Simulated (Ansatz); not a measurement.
Process, species as SMILES: N#P (N-P) → N atom + P atom
B3LYP-D3(BJ)/def2-TZVP geometries, fixed; electronic energies without zero-point terms.
Largest species:
```xyz
2

N      0.0000     0.0000    -1.0110
P      0.0000     0.0000     0.4718
```

Basis-set convergence of the atomisation energy at r2SCAN with Ansatz (a program for electronic structure). Cartesian d functions, on some or all atoms, in 6-31+G*, 6-311+G**; all else is spherical. The program fits the integrals of some runs and decomposes those of others, by size. Open shells are unrestricted. No added dispersion term, no relativity. Functions are those of the species that has most. Reference: the value in aug-cc-pV(5+d)Z, 139.46 kcal/mol, itself unsure by roughly 0.08 kcal/mol (its mean distance from pcseg-4, aug-pcseg-3, aug-cc-pV(Q+d)Z). Deviations are taken from unrounded values.

```csv
basis,functions,atomisation energy (kcal/mol),minus reference (kcal/mol)
def2-SVP,32,132.17,-7.29
cc-pV(D+d)Z,37,131.71,-7.75
6-31+G*,42,131.72,-7.74
6-311+G**,53,132.92,-6.54
"6-311++G(2d,2p)",62,136.31,-3.15
def2-TZVP,68,137.90,-1.56
cc-pV(T+d)Z,69,138.24,-1.22
def2-TZVPP,73,137.95,-1.51
"6-311++G(3df,3pd)",86,139.97,0.51
cc-pV(Q+d)Z,119,139.13,-0.33
def2-QZVPP,127,138.92,-0.54
cc-pV(5+d)Z,191,139.43,-0.03
```

The smallest set listed that lies within 4 kcal/mol of the reference with all its larger relatives (same family, alike in diffuse functions; a set with none counts only in the reference's own line) is 6-311++G(2d,2p) (62 functions, -3.15 kcal/mol off).
